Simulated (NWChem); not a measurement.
A calculation on Au2

SMILES: [Au][Au]
```xyz
2

Au     0.0000     0.0000     1.2699
Au     0.0000     0.0000    -1.2699
```
Charge 0, spin multiplicity 1.

The numbers come from NWChem runs, not from measurements. All single points use one geometry, from PBE0/def2-SVP with def2 effective core potentials on Au, a minimum by its harmonic frequencies.

Symmetry labels belong to the abelian group D2h used in the runs, with the axes of the coordinates shown; states degenerate in a higher group split over its labels.

Effective core potentials replace the inner electrons of Au; spin-orbit coupling is left out. The structure started from a generated list of species.

List the lowest 4 singlet excitations that CIS/def2-SVPD with def2 effective core potentials on Au gives, with oscillator strengths.


| state | symmetry | energy (eV) | wavelength (nm) | f |
|---|---|---|---|---|
| 1 | b1u | 3.38 | 367 | 0.433 |
| 2 | ag | 4.06 | 305 | 0.000 |
| 3 | b2u | 4.34 | 286 | 0.005 |
| 4 | b3u | 4.34 | 286 | 0.005 |
